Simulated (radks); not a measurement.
Q: Ba I, 56 electrons, occupied as [Xe] 6s1 6d1 (not the ground configuration). Calculated with a radial shooting solver on a logarithmic mesh with Libxc functionals: Dirac Kohn-Sham, BLYP, spin-unpolarised, spherical densities, point nucleus; open shells fill j = l - 1/2 first.

Spin-orbit splittings of the eigenvalues, e(l+1/2) - e(l-1/2), with zeta = 2 splitting/(2l+1) and mean radii in bohr:

| shell | occ. | splitting (eV) | zeta (eV) | <r> j=l-1/2 | <r> j=l+1/2 |
|---|---|---|---|---|---|
| 2p | 6 | 381.9 | 254.6 | 0.09192 | 0.09792 |
| 3p | 6 | 73.80 | 49.20 | 0.2816 | 0.2935 |
| 3d | 10 | ? | ? | 0.2644 | 0.2681 |
| 4p | 6 | 15.41 | 10.28 | 0.6969 | 0.7243 |
| 4d | 10 | 2.618 | 1.047 | 0.7949 | 0.8049 |
| 5p | 6 | 2.097 | 1.398 | 1.859 | 1.944 |
| 6d | 1 | 0.009274 | 0.003710 | 11.97 | 12.08 |

Estimate the 3d splitting.

A: 15.73 eV (zeta = 6.294 eV).
